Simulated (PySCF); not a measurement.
**Structure elucidation problem**

Molecular formula: C5H2ClN3. Simulated spectra:

$^{1}$H NMR (300 MHz, computed): δ 9.77 (s, 1H), 9.53 (s, 1H).

$^{13}$C{$^{1}$H} NMR (computed): δ 155.8 (CH), 155.4 (CH), 152.5 (C), 118.6 (C), 116.8 (C).

Computed data (PySCF): GFN2-xTB structure, shieldings: GIAO PBE0/pcSseg-1. In vacuum, one computed conformer, relativity neglected.

Shifts are taken against calculated references (same method and geometry level): $^{1}$H (σ = 31.72 ppm) and $^{13}$C (σ = 186.93 ppm) against TMS.

Task: What is the structure?

Result: 
Rings plus π bonds: 6 (1 ring in the answer). 5 carbon signals for 5 carbons: no two carbons are equivalent. Carbon types of the structure: 3 × C, 2 × CH, which accounts for all hydrogens. δC 155.8, 155.4: aromatic CH next to a ring nitrogen; the adjacent pyridine-type nitrogen withdraws density from it. δC 152.5: aromatic carbon bearing chlorine. δC 118.6: nitrile carbon; typical of a nitrile. δC 116.8: substituted aromatic carbon. δH 9.77, 9.53: hydrogen on an aromatic CH next to a ring nitrogen; ring current plus the neighbouring ring nitrogen.

The compound is SMILES N#Cc1cnncc1Cl.

The data come from this structure; uniqueness wasn't tested.

Carbons that carry Cl, above all several Cl atoms, come out too deshielded, partly because spin–orbit coupling is missing. Shifts are as computed. Against solution values, carbons near 30 ppm lie about +3 ppm off and those near 130 ppm about +5 ppm; carbons on Cl a further +6 ppm. Of 1211 compounds with measured shifts, 218 miss one by over three times the rms of a fit or turn the order of signals round; such compounds aren't used in these exercises. No couplings were computed; multiplicities are counted from neighbouring protons, with m where these are inequivalent, close in shift, in a saturated or five-membered ring or joined by F or P, and br s for small geminal =CH2 splittings.
